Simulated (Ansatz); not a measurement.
BF, triplet, geometry from GFN2-xTB (the spin is typed, not shown lowest); BLYP/6-31G (Ansatz, a quantum-chemistry and plane-wave program).

The Ansatz input:
Ansatz 0.2 input:
```yaml
crystal:
  periodic: [false, false, false]
  atoms:
    - {symbol: B, position_ang: [-0.00000000, -0.00000000, -0.86212211]}
    - {symbol: F, position_ang: [0.00000000, 0.00000000, 0.47895673]}
basis:
  gaussian:
    orbitals: 6-31G
    occupation: {up: {"A1": 4, "B1": 1, "B2": 2, "A2": 1}, down: {"A1": 4, "B1": 1, "B2": 1}}
hamiltonian:
  xc: blyp
magnetization: {spin_polarized: true, initial_magnetization: 2}
```

It wrote (shortened):

```
Functional definition: BLYP
201 factors; integrals over basis functions are off by at most 1.4e-4 eV
Error: 1 electrons of one spin were asked for in irrep 3 (counted from 0), which has 0 orbitals
```

The program refused the input.
